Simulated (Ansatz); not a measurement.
`C[NH][Ti]([F])([F])[F]` → `[CH2]` (triplet) + `[NH2][Ti]([F])([F])[F]` at 298.15 K and 1 bar (formal loss of a carbene).

Computed with Ansatz on PBE0-D4/def2-TZVP structures; ΔE is electronic, products minus reactants. CCSD(T)/CBS adds triple-zeta CCSD(T) − MP2 to the extrapolated MP2 energy (def2 sets, frozen cores). This one scheme is used for every species. Triplets are unrestricted, without spin–orbit coupling. For Ti outer-core shells are correlated without core-valence functions, which leaves a few kJ/mol of doubt a bond. Scalar relativity is left out up to krypton. One conformer a species, not always the lowest.

| species | CCSD(T)/CBS energy (Eh) | H − E (kJ/mol) | S (J/(mol·K)) |
| --- | --- | --- | --- |
| `C[NH][Ti]([F])([F])[F]` | -1243.69977 | 184.1 | 386.6 |
| `[CH2]` (triplet) | -39.09499 | 55.4 | 195.3 |
| `[NH2][Ti]([F])([F])[F]` | -1204.44931 | 104.3 | 358.1 |

H − E and S are ideal-gas, rigid-rotor, harmonic terms from PBE0-D4/def2-TZVP, for one conformer and one mirror image of each species, with the whole ground term of open shells counted as degenerate. 1 Eh = 2625.50 kJ/mol, R = 8.31446 J/(mol·K).

By hand: ΔE, ΔH, ΔS and ΔG.

ΔE = (-39.09499) + (-1204.44931) − (-1243.69977) = 0.15547 Eh = 408.2 kJ/mol. Δ(H − E) = 55.4 + 104.3 − 184.1 = -24.4, so ΔH = 383.8 kJ/mol. ΔS = 195.3 + 358.1 − 386.6 = 166.8 J/(mol·K). ΔG = 383.8 − 298.15 × (166.8)/1000 = 334.1 kJ/mol.

By hand: the equilibrium constant, and the temperature at which ΔG would vanish if ΔH and ΔS stayed fixed.

log₁₀ K = −ΔG/(RT ln 10) = -58.5. ΔG = 0 at ΔH/ΔS = 2301 K.

The number of gas molecules changes by +1, which sets the sign of ΔS. A doubt of 5 kJ/mol in ΔE shifts log₁₀ K by 0.9 here. Other conformers and mirror images would add mixing entropy, several J/(mol·K) or more a flexible species. Modes under 60 cm⁻¹, often nearly free rotors, make the harmonic entropy too high. A triplet takes part, so the spin changes. These are equilibria of isolated gas molecules and say nothing of rates. Largest T1 diagnostic: 0.024 (customary marks: 0.02 for closed shells, 0.045 for open ones).
